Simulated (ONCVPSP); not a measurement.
Building the ONCV potential for calcium (PBEsol, fully relativistic).

| Quantity | Value |
| --- | --- |
| Element | Ca (Z = 20) |
| Generator | ONCVPSP 4.0.1 |
| Type | optimised norm-conserving Vanderbilt (ONCV) |
| Functional | PBEsol |
| Relativity | fully relativistic |
| Frozen core | [Ne] |
| Valence charge | 10 |
| Reference configuration | 3s2 3p6 4s2 |
| Partial waves | 3s+4s: rc 1.50 bohr, ncon 4, nbas 7, qcut 8.6 1/bohr, 2 projectors; 3p: rc 1.25 bohr, ncon 4, nbas 7, qcut 7.3 1/bohr, 2 projectors, debl 2.5 Ha; d scattering state at 0.07 Ha: rc 1.60 bohr, ncon 4, nbas 8, qcut 7 1/bohr, 2 projectors, debl 3.1 Ha |
| Local potential | polynomial inside 0.95 bohr (lpopt 5, dvloc0 0 Ha) |
| Core correction | Teter function, fcfact 4.25, rcfact 1.05 |

Open shells are filled in proportion to 2j + 1.

In the d channel the program set the typed energies aside and used 0.050, 3.150 Ha (j = l + 1/2; the other j can differ).

All-electron outer shells of the reference configuration (PBEsol, scalar-relativistic, ld1.x):

```json
{"shell": "3s", "level (eV)": "-46.96", "outermost node (bohr)": "0.45", "outermost maximum (bohr)": "0.99"}
{"shell": "3p", "level (eV)": "-27.95", "outermost node (bohr)": "0.42", "outermost maximum (bohr)": "1.04"}
{"shell": "4s", "level (eV)": "-3.76", "outermost node (bohr)": "1.43", "outermost maximum (bohr)": "3.38"}
```

**Question.** Estimate the cutoffs (Ha) at which the residual kinetic energy of the hardest occupied pseudo-wave falls to 1 and 0.1 mHa per electron.

**Answer.** 24 Ha and 46 Ha. The cutoffs count occupied waves only; projector 2 of the d channel, the hardest unoccupied one, needs 77 Ha at the loose tolerance.

**Question.** Does the potential have ghost states?

**Answer.** No bound ghost flagged; GHOST(+) flagged for s at 285.4 eV.

**Question.** Tests: 3s2 3p6 4s1; 3s2 3p6 4s0; 3s2 3p6 4s1.5; 3s2 3p5 4s2. Which has the largest error in its energy relative to the reference configuration, and how large is it?

**Answer.** 3s2 3p5 4s2, with +10 meV (all-electron minus pseudo) on +34.60 eV.
